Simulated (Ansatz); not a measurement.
`C#[C][Al]([CH3])[CH3]` and `[CH3][AlH][CH3]` differ in one atom or group.

Ansatz, PBE0-D4/def2-TZVP geometries, multiplicity 1. 

```
                             property  `C#[C][Al]([CH3])[CH3]`
HOMO energy (ωB97M-V/def2-TZVPP) / eV                    -9.81
  HOMO–LUMO gap (PBE/def2-TZVPP) / eV                     4.49
LUMO energy (ωB97M-V/def2-TZVPP) / eV                     0.62
HOMO–LUMO gap (B3LYP/def2-TZVPP) / eV                     6.07
   HOMO energy (PBE0/def2-TZVPP) / eV                    -7.59
    LUMO energy (PBE/def2-TZVPP) / eV                    -1.87
```

Problem. Give the same properties after the change, and the shifts. (Best estimate.)

Solution. Ansatz gave: 
| property | `[CH3][AlH][CH3]` | shift |
| --- | --- | --- |
| HOMO energy (ωB97M-V/def2-TZVPP) / eV | -10.00 | -0.19 |
| HOMO–LUMO gap (PBE/def2-TZVPP) / eV | 4.88 | 0.39 |
| LUMO energy (ωB97M-V/def2-TZVPP) / eV | 0.71 | 0.09 |
| HOMO–LUMO gap (B3LYP/def2-TZVPP) / eV | 6.47 | 0.40 |
| HOMO energy (PBE0/def2-TZVPP) / eV | -7.76 | -0.17 |
| LUMO energy (PBE/def2-TZVPP) / eV | -1.61 | 0.26 |

With PBE0 the HOMO falls by 0.17 eV and the LUMO rises by 0.24 eV, so the gap widens by about 0.41 eV. PBE moves the HOMO by -0.13 eV and ωB97M-V by -0.19 eV.

B3LYP here is the variant with VWN-RPA as its local correlation; programs differ in this.
